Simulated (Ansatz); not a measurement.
Consider the ligand exchange at the Si–C bond: `NC[SiH](N)N` + H₂S → `N[SiH](N)S` + CH₃NH₂.

Gas-phase electronic energies from Ansatz, PBE0-D4/def2-TZVP geometries. CBS: MP2 limit from def2 TZ/QZ plus the TZ coupled-cluster correction, frozen cores. This one scheme is used for every species. DFT in def2-TZVPP. HSE06 is defined as in plane-wave codes. Each species was taken in one conformer, which may not be the lowest.

**Question.** Is it downhill or uphill in electronic energy at CCSD(T)/CBS, and by how much? (Best estimate.)

**Answer.** Ansatz gave: Downhill: ΔE = -84.3 kJ/mol.

**Question.** What do these levels give: B97M-V, CAM-B3LYP-D4, ωB97X-V, HSE06, RPA@PBE/def2-TZVPP, HF/CBS(def2)? (Best estimate.)

**Answer.** The calculation gave: B97M-V -87.0, CAM-B3LYP-D4 -81.5, ωB97X-V -82.9, HSE06 -88.4, RPA@PBE/def2-TZVPP -76.7, HF/CBS(def2) -92.2 kJ/mol.

**Question.** What do rigid-rotor, harmonic-oscillator terms from PBE0-D4/def2-TZVP frequencies (298.15 K, 1 bar) make of the CCSD(T)/CBS value? (Estimate.)

**Answer.** Computed: ΔZPE = +11.5 kJ/mol, ΔH = -75.0 kJ/mol, ΔS = 7 J/(mol·K), ΔG = -77.2 kJ/mol.

Largest T1 diagnostic among the species: 0.010.

The D4 term adds +3.4 kJ/mol with B3LYP and +2.2 kJ/mol with PBE0; it sums over pairs of atoms, weighted by their polarisabilities, and B3LYP, whose exchange is more repulsive, gets the larger term. At CCSD(T), def2-SVP lies +7.8 kJ/mol from the extrapolated value and def2-TZVPP +3.2 kJ/mol.

B3LYP here is the variant with VWN-RPA as its local correlation; programs differ in this.
